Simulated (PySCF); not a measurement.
**Dipole response of Re⁵⁰⁺ (rhenium, charge +50)**

[Ar] 3d7, high-spin 4F determinant. Calculation: PySCF 2.14, in an even-tempered Gaussian basis (17 s from 11 bohr⁻², ratio 2.5; 13 p from 15 bohr⁻², ratio 2.5; 7 d from 15 bohr⁻², ratio 2.5; 4 f from 60 bohr⁻², ratio 2.7; 3 g from 89 bohr⁻², ratio 2.7); the spin-free X2C one-electron Hamiltonian (Gaussian nucleus). Coupled (time-dependent) response in atomic units; α is the mean over directions.

| method | mean α (bohr³) | C₆ (like pair) | S(−4) |
| --- | --- | --- | --- |
| UHF | 0.002062 | 0.0001701 | 2.872e-06 |
| PBE0 | 0.002067 | 0.0001702 | 2.948e-06 |

S(−4) is the Cauchy moment in α(ω) = α(0) + S(−4) ω² + …

Spin-orbit coupling is absent.

α(iu) at PBE0:

| u (hartree) | α(iu) (bohr³) |
| --- | --- |
| 0 | 0.002067 |
| 5.00 | 0.001998 |
| 10.0 | 0.001835 |
| 20.0 | 0.001496 |
| 30.0 | 0.001270 |
| 40.0 | 0.001123 |
| 50.0 | 0.001015 |
| 75.0 | 0.0008159 |
| 100 | 0.0006649 |
| 150 | 0.0004507 |
| 250 | 0.0002325 |

A single London oscillator, α(iu) = α/(1 + u²/ω²), gives C₆ = (3/4) ω α². Matching the computed C₆ needs ω = 4 × 0.0001702 / (3 × 0.002067²) = 53.1 hartree.

For an ion, C₆ is the dispersion term alone; charge-induced terms of lower order in 1/R come first.

Spin-orbit coupling is strong in this species (close to jj coupling), so the high-spin LS determinant is a model state, not a physical level.
